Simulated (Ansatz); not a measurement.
Computed with PBE-D3(BJ)/def2-SVP (Ansatz, a first-principles code). No frequencies were computed at this level.

Ansatz 0.2 input:
```yaml
crystal:
  periodic: [false, false, false]
  atoms:
    - { symbol: W, position_ang: [0.107756, 0.028036, -0.026513] }
    - { symbol: O, position_ang: [-0.751637, -1.667188, -0.184778] }
    - { symbol: H, position_ang: [-0.582031, -2.481545, -0.673056] }
    - { symbol: O, position_ang: [0.970883, 1.719601, 0.138968] }
    - { symbol: H, position_ang: [0.795798, 2.539294, 0.6161] }
    - { symbol: O, position_ang: [1.818485, -0.812071, 0.00091] }
    - { symbol: H, position_ang: [2.608158, -0.75311, 0.551692] }
    - { symbol: O, position_ang: [-0.004539, -0.064688, 1.873617] }
    - { symbol: H, position_ang: [-0.653224, -0.376938, 2.51536] }
    - { symbol: O, position_ang: [0.218731, 0.117725, -1.926447] }
    - { symbol: H, position_ang: [0.873707, 0.398428, -2.576298] }
    - { symbol: O, position_ang: [-1.60097, 0.868385, -0.059796] }
    - { symbol: H, position_ang: [-2.396135, 0.822387, -0.603491] }
basis:
  gaussian: { orbitals: def2-svp }
hamiltonian:
  xc: pbe
  dispersion: d3bj
relax:
  max_steps: 150
```

Output:

```
[...]
reference -14190.41215228 eV, -521.4880279894 hartree; 34, 34 occupied and 112, 112 virtual orbitals, 1513 factors
relax step  28: F+E_penalty+E_count = -14190.71725708 eV  Δ(F+E_penalty+E_count) = -8.275e-3 eV  max|allowed force component| = 7.119e-2 eV/Å  Δτ_max = 0.1000 Å  (32 SCF iters, accepted)
these checks for a lower state are left out or cut short: starts, cluster_reference, orbital_swaps, neighbouring_geometries, increment
1513 factors; their error is unknown
mean field evaluation 224: about -14190.4079 eV, gradient 3.9e-3 eV
mean field -14190.40786439 eV, -521.4878704124 hartree, gradient 7.1e-6 eV, S^2 0.000000; 0 other end points of the search recorded, 0 dependent functions left out
reference -14190.40794009 eV, -521.4878731943 hartree; 34, 34 occupied and 112, 112 virtual orbitals, 1513 factors
relax step  29: F+E_penalty+E_count = -14190.71297361 eV  Δ(F+E_penalty+E_count) = +4.283e-3 eV  max|allowed force component| = 8.109e-1 eV/Å  Δτ_max = 0.1478 Å  (33 SCF iters, rejected (line search))
these checks for a lower state are left out or cut short: starts, cluster_reference, orbital_swaps, neighbouring_geometries, increment
1513 factors; their error is unknown
mean field -14190.41696388 eV, -521.4882048127 hartree, gradient 9.1e-6 eV, S^2 0.000000; 0 other end points of the search recorded, 0 dependent functions left out
reference -14190.41703961 eV, -521.4882075957 hartree; 34, 34 occupied and 112, 112 virtual orbitals, 1513 factors
relax step  30: F+E_penalty+E_count = -14190.72211480 eV  Δ(F+E_penalty+E_count) = -4.858e-3 eV  max|allowed force component| = 9.357e-2 eV/Å  Δτ_max = 0.0739 Å  (32 SCF iters, accepted)
these checks for a lower state are left out or cut short: starts, cluster_reference, orbital_swaps, neighbouring_geometries, increment
1513 factors; their error is unknown
mean field -14190.42201228 eV, -521.4883903380 hartree, gradient 1.3e-5 eV, S^2 0.000000; 0 other end points of the search recorded, 0 dependent functions left out
reference -14190.42208802 eV, -521.4883931213 hartree; 34, 34 occupied and 112, 112 virtual orbitals, 1513 factors
relax step  31: F+E_penalty+E_count = -14190.72702381 eV  Δ(F+E_penalty+E_count) = -4.909e-3 eV  max|allowed force component| = 1.780e-1 eV/Å  Δτ_max = 0.0741 Å  (31 SCF iters, accepted)
these checks for a lower state are left out or cut short: starts, cluster_reference, orbital_swaps, neighbouring_geometries, increment
1513 factors; their error is unknown
mean field -14190.42283440 eV, -521.4884205501 hartree, gradient 2.4e-5 eV, S^2 0.000000; 0 other end points of the search recorded, 0 dependent functions left out
reference -14190.42291004 eV, -521.4884233300 hartree; 34, 34 occupied and 112, 112 virtual orbitals, 1513 factors
relax step  32: F+E_penalty+E_count = -14190.72786928 eV  Δ(F+E_penalty+E_count) = -8.455e-4 eV  max|allowed force component| = 4.561e-1 eV/Å  Δτ_max = 0.1115 Å  (32 SCF iters, accepted)
these checks for a lower state are left out or cut short: starts, cluster_reference, orbital_swaps, neighbouring_geometries, increment
1513 factors; their error is unknown
mean field evaluation 256: about -14190.4317 eV, gradient 2.2e-5 eV
mean field -14190.43168699 eV, -521.4887458767 hartree, gradient 2.2e-5 eV, S^2 0.000000; 0 other end points of the search recorded, 0 dependent functions left out
reference -14190.43176271 eV, -521.4887486594 hartree; 34, 34 occupied and 112, 112 virtual orbitals, 1513 factors
relax step  33: F+E_penalty+E_count = -14190.73626874 eV  Δ(F+E_penalty+E_count) = -8.399e-3 eV  max|allowed force component| = 2.428e-1 eV/Å  Δτ_max = 0.1687 Å  (37 SCF iters, accepted)
these checks for a lower state are left out or cut short: starts, cluster_reference, orbital_swaps, neighbouring_geometries, increment
1513 factors; their error is unknown
mean field -14190.35040855 eV, -521.4857589494 hartree, gradient 1.8e-5 eV, S^2 0.000000; 0 other end points of the search recorded, 0 dependent functions left out
reference -14190.35048429 eV, -521.4857617327 hartree; 34, 34 occupied and 112, 112 virtual orbitals, 1513 factors
relax step  34: F+E_penalty+E_count = -14190.65562489 eV  Δ(F+E_penalty+E_count) = +8.064e-2 eV  max|allowed force component| = 1.137e0 eV/Å  Δτ_max = 0.2000 Å  (37 SCF iters, rejected (line search))
these checks for a lower state are left out or cut short: starts, cluster_reference, orbital_swaps, neighbouring_geometries, increment
1513 factors; their error is unknown
mean field -14190.43546499 eV, -521.4888847158 hartree, gradient 9.3e-6 eV, S^2 0.000000; 0 other end points of the search recorded, 0 dependent functions left out
reference -14190.43554059 eV, -521.4888874941 hartree; 34, 34 occupied and 112, 112 virtual orbitals, 1513 factors
relax step  35: F+E_penalty+E_count = -14190.74076195 eV  Δ(F+E_penalty+E_count) = -4.493e-3 eV  max|allowed force component| = 2.137e-1 eV/Å  Δτ_max = 0.0739 Å  (37 SCF iters, accepted)
these checks for a lower state are left out or cut short: starts, cluster_reference, orbital_swaps, neighbouring_geometries, increment
1513 factors; their error is unknown
mean field -14190.44099407 eV, -521.4890879056 hartree, gradient 1.8e-5 eV, S^2 0.000000; 0 other end points of the search recorded, 0 dependent functions left out
reference -14190.44106959 eV, -521.4890906811 hartree; 34, 34 occupied and 112, 112 virtual orbitals, 1513 factors
relax step  36: F+E_penalty+E_count = -14190.74610869 eV  Δ(F+E_penalty+E_count) = -5.347e-3 eV  max|allowed force component| = 4.914e-1 eV/Å  Δτ_max = 0.0633 Å  (33 SCF iters, accepted)
these checks for a lower state are left out or cut short: starts, cluster_reference, orbital_swaps, neighbouring_geometries, increment
1513 factors; their error is unknown
mean field -14190.44822455 eV, -521.4893536208 hartree, gradient 1.6e-5 eV, S^2 0.000000; 0 other end points of the search recorded, 0 dependent functions left out
reference -14190.44829968 eV, -521.4893563820 hartree; 34, 34 occupied and 112, 112 virtual orbitals, 1513 factors
relax step  37: F+E_penalty+E_count = -14190.75386918 eV  Δ(F+E_penalty+E_count) = -7.760e-3 eV  max|allowed force component| = 1.672e-1 eV/Å  Δτ_max = 0.1500 Å  (37 SCF iters, accepted)
these checks for a lower state are left out or cut short: starts, cluster_reference, orbital_swaps, neighbouring_geometries, increment
1513 factors; their error is unknown
mean field evaluation 288: about -14190.4767 eV, gradient 7.5e0 eV
mean field -14190.45785440 eV, -521.4897075112 hartree, gradient 8.1e-6 eV, S^2 0.000000; 0 other end points of the search recorded, 0 dependent functions left out
reference -14190.45792949 eV, -521.4897102711 hartree; 34, 34 occupied and 112, 112 virtual orbitals, 1513 factors
relax step  38: F+E_penalty+E_count = -14190.76336869 eV  Δ(F+E_penalty+E_count) = -9.500e-3 eV  max|allowed force component| = 1.282e-1 eV/Å  Δτ_max = 0.0519 Å  (33 SCF iters, accepted)
these checks for a lower state are left out or cut short: starts, cluster_reference, orbital_swaps, neighbouring_geometries, increment
1513 factors; their error is unknown
mean field -14190.46128016 eV, -521.4898334056 hartree, gradient 1.5e-5 eV, S^2 0.000000; 0 other end points of the search recorded, 0 dependent functions left out
reference -14190.46135523 eV, -521.4898361645 hartree; 34, 34 occupied and 112, 112 virtual orbitals, 1513 factors
relax step  39: F+E_penalty+E_count = -14190.76681737 eV  Δ(F+E_penalty+E_count) = -3.449e-3 eV  max|allowed force component| = 7.192e-2 eV/Å  Δτ_max = 0.0415 Å  (32 SCF iters, accepted)
these checks for a lower state are left out or cut short: starts, cluster_reference, orbital_swaps, neighbouring_geometries, increment
1513 factors; their error is unknown
mean field -14190.46384344 eV, -521.4899276047 hartree, gradient 8.6e-6 eV, S^2 0.000000; 0 other end points of the search recorded, 0 dependent functions left out
reference -14190.46391849 eV, -521.4899303627 hartree; 34, 34 occupied and 112, 112 virtual orbitals, 1513 factors
relax step  40: F+E_penalty+E_count = -14190.76932681 eV  Δ(F+E_penalty+E_count) = -2.509e-3 eV  max|allowed force component| = 2.573e-1 eV/Å  Δτ_max = 0.1018 Å  (33 SCF iters, accepted)
these checks for a lower state are left out or cut short: starts, cluster_reference, orbital_swaps, neighbouring_geometries, increment
1513 factors; their error is unknown
mean field -14190.46535865 eV, -521.4899832874 hartree, gradient 1.8e-5 eV, S^2 0.000000; 0 other end points of the search recorded, 0 dependent functions left out
reference -14190.46543369 eV, -521.4899860452 hartree; 34, 34 occupied and 112, 112 virtual orbitals, 1513 factors
relax step  41: F+E_penalty+E_count = -14190.77082019 eV  Δ(F+E_penalty+E_count) = -1.493e-3 eV  max|allowed force component| = 7.692e-2 eV/Å  Δτ_max = 0.0134 Å  (32 SCF iters, accepted)
these checks for a lower state are left out or cut short: starts, cluster_reference, orbital_swaps, neighbouring_geometries, increment
1513 factors; their error is unknown
mean field evaluation 320: about -14190.4655 eV, gradient 5.0e-4 eV
mean field -14190.46553303 eV, -521.4899896959 hartree, gradient 2.0e-5 eV, S^2 0.000000; 0 other end points of the search recorded, 0 dependent functions left out
reference -14190.46560808 eV, -521.4899924540 hartree; 34, 34 occupied and 112, 112 virtual orbitals, 1513 factors
relax step  42: F+E_penalty+E_count = -14190.77060692 eV  Δ(F+E_penalty+E_count) = +2.133e-4 eV  max|allowed force component| = 6.344e-2 eV/Å  Δτ_max = 0.0250 Å  (31 SCF iters, rejected (line search))
these checks for a lower state are left out or cut short: starts, cluster_reference, orbital_swaps, neighbouring_geometries, increment
1513 factors; their error is unknown
mean field -14190.46596383 eV, -521.4900055273 hartree, gradient 1.7e-5 eV, S^2 0.000000; 0 other end points of the search recorded, 0 dependent functions left out
reference -14190.46603888 eV, -521.4900082854 hartree; 34, 34 occupied and 112, 112 virtual orbitals, 1513 factors
relax step  43: F+E_penalty+E_count = -14190.77136907 eV  Δ(F+E_penalty+E_count) = -5.489e-4 eV  max|allowed force component| = 1.568e-2 eV/Å  Δτ_max = 0.0122 Å  (33 SCF iters, accepted)
these checks for a lower state are left out or cut short: starts, cluster_reference, orbital_swaps, neighbouring_geometries, increment
1513 factors; their error is unknown
mean field -14190.46592362 eV, -521.4900040499 hartree, gradient 1.9e-5 eV, S^2 0.000000; 0 other end points of the search recorded, 0 dependent functions left out
reference -14190.46599867 eV, -521.4900068079 hartree; 34, 34 occupied and 112, 112 virtual orbitals, 1513 factors
relax step  44: F+E_penalty+E_count = -14190.77136983 eV  Δ(F+E_penalty+E_count) = -7.662e-7 eV  max|allowed force component| = 2.279e-2 eV/Å  Δτ_max = 0.0187 Å  (32 SCF iters, accepted)
these checks for a lower state are left out or cut short: starts, cluster_reference, orbital_swaps, neighbouring_geometries, increment
1513 factors; their error is unknown
mean field -14190.46611454 eV, -521.4900110659 hartree, gradient 1.9e-5 eV, S^2 0.000000; 0 other end points of the search recorded, 0 dependent functions left out
reference -14190.46618957 eV, -521.4900138234 hartree; 34, 34 occupied and 112, 112 virtual orbitals, 1513 factors
relax step  45: F+E_penalty+E_count = -14190.77148777 eV  Δ(F+E_penalty+E_count) = -1.179e-4 eV  max|allowed force component| = 1.168e-2 eV/Å  Δτ_max = 0.0101 Å  (33 SCF iters, accepted)
these checks for a lower state are left out or cut short: starts, cluster_reference, orbital_swaps, neighbouring_geometries, increment
1513 factors; their error is unknown
mean field -14190.46612753 eV, -521.4900115431 hartree, gradient 1.9e-5 eV, S^2 0.000000; 0 other end points of the search recorded, 0 dependent functions left out
reference -14190.46620257 eV, -521.4900143009 hartree; 34, 34 occupied and 112, 112 virtual orbitals, 1513 factors
relax step  46: F+E_penalty+E_count = -14190.77151082 eV  Δ(F+E_penalty+E_count) = -2.305e-5 eV  max|allowed force component| = 3.585e-3 eV/Å  Δτ_max = 0.0025 Å  (34 SCF iters, accepted)
1513 factors; their error is unknown
mean field evaluation 352: about -14190.4661 eV, gradient 1.9e-5 eV
mean field -14190.46612753 eV, -521.4900115431 hartree, gradient 1.9e-5 eV, S^2 0.000000; 1 other end points of the search recorded, 0 dependent functions left out
reference -14190.46620257 eV, -521.4900143009 hartree; 34, 34 occupied and 112, 112 virtual orbitals, 1513 factors
Total energy: -14190.77158586 eV, -521.5012369300 hartree
Atom 0 at     0.100549     0.027904     0.130284 Å, force    -0.001614    -0.003585    -0.002069 eV/Å
Atom 1 at    -0.562669    -1.819243     0.210269 Å, force    -0.000518    -0.000005    -0.002484 eV/Å
Atom 2 at    -0.726090    -2.197285    -0.675496 Å, force     0.000312    -0.000242    -0.000057 eV/Å
Atom 3 at     1.033383     1.712671     0.481087 Å, force     0.002474     0.001239     0.001532 eV/Å
Atom 4 at     0.468204     2.467099     0.734540 Å, force     0.000095    -0.001296    -0.000398 eV/Å
Atom 5 at     1.922843    -0.521921    -0.123344 Å, force    -0.001717     0.001369     0.001795 eV/Å
Atom 6 at     2.576344     0.205644    -0.128754 Å, force    -0.000671     0.000488    -0.000131 eV/Å
Atom 7 at    -0.229204    -0.199991     1.997541 Å, force    -0.000022     0.002174    -0.002748 eV/Å
Atom 8 at    -0.688489    -1.022333     2.262558 Å, force     0.001405     0.001093    -0.000153 eV/Å
Atom 9 at    -0.078801    -0.188502    -1.815189 Å, force    -0.000187     0.000184     0.002945 eV/Å
Atom 10 at     0.719501    -0.587789    -2.212042 Å, force    -0.000898     0.000326     0.001265 eV/Å
Atom 11 at    -1.484054     1.066150    -0.155094 Å, force     0.001394    -0.001494     0.000026 eV/Å
Atom 12 at    -1.646535     1.395911    -1.060092 Å, force    -0.000055    -0.000253     0.000477 eV/Å
Dipole moment:     0.003343     0.126564    -0.386800 e Å
```

Cost: around 6 core-minutes (rough).
